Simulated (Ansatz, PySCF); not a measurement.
C₂H₅ClGaN. Atoms are numbered in the order given.

```xyz
10

Ga     0.0877     0.0831     0.1006
Cl    -1.9990     0.1782     0.6543
C      0.6344    -0.9143    -1.4624
C      1.9172    -1.0182    -1.8445
H     -0.1332    -1.4188    -2.0639
H      2.2171    -1.5881    -2.7339
H      2.7365    -0.5412    -1.2916
N      1.1647     0.9950     1.2190
H      0.8100     1.4984     2.0246
H      2.1709     1.0755     1.1317
```

Coordinates come from a r2SCAN-D4/def2-SVP optimisation. The structure was generated by enumeration; whether it is a known compound was not checked. Other conformers were not sampled.

Vertical ionisation energy (IE) and electron affinity (EA) in eV. Rows of orbital energies are one-electron estimates. Where ΔSCF, EOM or ADC give a negative EA the extra electron is unbound and the value depends on the basis.

| level | IE | EA |
|---|---|---|
| −ε(HOMO), −ε(LUMO), M06-2X/def2-TZVP (PySCF) | 8.94 | 0.52 |
| −ε(HOMO), −ε(LUMO), PBE/def2-TZVP (PySCF) | 6.15 | 2.14 |
| ΔSCF, CAM-B3LYP/def2-SVPD (Ansatz), final states of multiplicity 2 and 2 | 9.87 | -0.41 |
| ΔSCF, PBE/def2-SVPD (Ansatz), final states of multiplicity 2 and 2 | 9.32 | -0.29 |

Task: What vertical singlet–triplet gap does ΔSCF give with CAM-B3LYP/def2-SVPD (Ansatz, a program for electronic structure) and with PBE/def2-SVPD (Ansatz)? (An estimate is asked for; the answer gives what the named calculation found.)

Result: 4.06 and 4.01 eV (triplet above singlet where positive).
